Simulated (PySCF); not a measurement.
Molecule: SMILES [SiH3]O[SiH2]P, H₇OPSi₂.

Molfile (atoms numbered from 1):
```
H7OPSi2
     RDKit          3D

 11 10  0  0  0  0  0  0  0  0999 V2000
   -1.9934   -0.6357    0.2504 Si  0  0  0  0  0  4  0  0  0  0  0  0
   -0.8765    0.4462   -0.3315 O   0  0  0  0  0  0  0  0  0  0  0  0
    0.6662    1.0123   -0.1079 Si  0  0  0  0  0  4  0  0  0  0  0  0
    2.0707   -0.7468    0.1348 P   0  0  0  0  0  0  0  0  0  0  0  0
   -3.2220   -0.5240   -0.5836 H   0  0  0  0  0  0  0  0  0  0  0  0
   -1.4547   -2.0267    0.1680 H   0  0  0  0  0  0  0  0  0  0  0  0
   -2.3237   -0.3254    1.6741 H   0  0  0  0  0  0  0  0  0  0  0  0
    0.7546    1.8133    1.1520 H   0  0  0  0  0  0  0  0  0  0  0  0
    0.9982    1.8835   -1.2706 H   0  0  0  0  0  0  0  0  0  0  0  0
    2.1648   -0.9969   -1.2687 H   0  0  0  0  0  0  0  0  0  0  0  0
    3.2211    0.1029    0.1576 H   0  0  0  0  0  0  0  0  0  0  0  0
  1  2  1  0
  2  3  1  0
  3  4  1  0
  1  5  1  0
  1  6  1  0
  1  7  1  0
  3  8  1  0
  3  9  1  0
  4 10  1  0
  4 11  1  0
M  END
```

Geometry PBE0-D3(BJ)/def2-SVP throughout; GIAO in PySCF 2.14.0 with density-fitted response routines, gas phase, one conformer, non-relativistic; equivalent atoms averaged; functional PBE0.

**Question.** How do the absolute shieldings σ depend on the basis set? (ppm; last column core-seconds on shared hosts with different chips, so compare them loosely)

**Answer.** 
```tsv
basis set	functions	Si3	Si1	O2	P4	H8/H9	H5/H6/H7	H10/H11	core-s
STO-3G	39	528.6	561.7	499.3	739.6	30.12	30.33	32.65	2.6
6-31G	62	425.6	450.4	356.2	635.4	26.78	27.33	31.06	4.7
pcSseg-0	62	380.4	412.9	377.6	643.2	26.79	27.41	31.38	4
6-31G*	82	406.6	427.5	322.4	606.4	26.08	26.67	30.30	5.9
def2-SVP	103	425.3	450.5	324.8	631.1	25.73	26.37	29.91	6.4
cc-pVDZ	103	428.8	451.1	328.6	628.7	25.63	26.29	29.90	8.9
pcSseg-1	124	361.1	388.6	325.2	582.9	25.65	26.28	29.63	8.6
aug-cc-pVDZ	167	421.7	447.8	324.5	630.3	25.52	26.20	29.81	15
6-311+G(2d,p)	174	354.4	382.7	309.8	576.9	25.58	26.22	29.73	14
def2-TZVP	184	343.7	372.4	305.3	566.6	25.54	26.20	29.74	16
cc-pVTZ	230	367.5	393.1	315.1	595.6	25.55	26.21	29.75	27
IGLO-III	237	359.0	387.6	306.4	584.3	25.55	26.20	29.74	23
pcSseg-2	263	353.7	381.5	308.1	576.2	25.55	26.19	29.55	22
```

**Question.** Which nucleus moves most, in ppm?

**Answer.** O2 (oxygen bonded to 2 Si): from 305.3 ppm with def2-TZVP to 499.3 ppm with STO-3G. The smallest spread is 3.10 ppm, at H10/H11.

**Question.** Taking the largest basis, pcSseg-2 (263 functions), as the yardstick, rank the others by their worst heavy-atom deviation.

**Answer.** 6-311+G(2d,p) 1.7 ppm (174 functions), IGLO-III 8.1 ppm (237 functions), def2-TZVP 10.0 ppm (184 functions), pcSseg-1 17.1 ppm (124 functions), cc-pVTZ 19.4 ppm (230 functions), 6-31G* 52.8 ppm (82 functions), aug-cc-pVDZ 68.0 ppm (167 functions), pcSseg-0 69.5 ppm (62 functions), def2-SVP 71.6 ppm (103 functions), 6-31G 71.9 ppm (62 functions), cc-pVDZ 75.1 ppm (103 functions), STO-3G 191.2 ppm (39 functions).

A small basis that lands close on one nucleus may do so by chance; judge by the trend and by all nuclei.
